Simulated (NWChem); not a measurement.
## How basis sets differ on CsCl (SMILES [Cl][Cs])

CsCl has 2 atoms, charge 0, and is taken as a singlet. As SMILES, `[Cl][Cs]`. Geometry: the measured bond length.

```tsv
atom	x (Å)	y (Å)	z (Å)
Cl	0.0000	0.0000	0.0000
Cs	0.0000	0.0000	2.9063
```

Quantity: the vertical ionisation energy (to the doublet cation), in eV. The values are calculated.

```json
{"level": "BP86/LANL2DZ (core potential)", "kind": "GGA", "program": "NWChem", "value (eV)": "7.95"}
{"level": "BP86/SBKJC-VDZ (core potential)", "kind": "GGA", "program": "NWChem", "value (eV)": "8.10"}
{"level": "BP86/jorge-DZP", "kind": "GGA", "program": "NWChem", "value (eV)": "8.21"}
{"level": "BP86/jorge-TZP", "kind": "GGA", "program": "NWChem", "value (eV)": "8.60"}
```

All-electron rows without a relativistic Hamiltonian named are non-relativistic, while core potentials hold scalar relativity, so basis and relativity change together. Spin-orbit coupling, which can split open shells on such heavy atoms by tenths of an eV, is left out. The values span 7.95 to 8.60 eV.
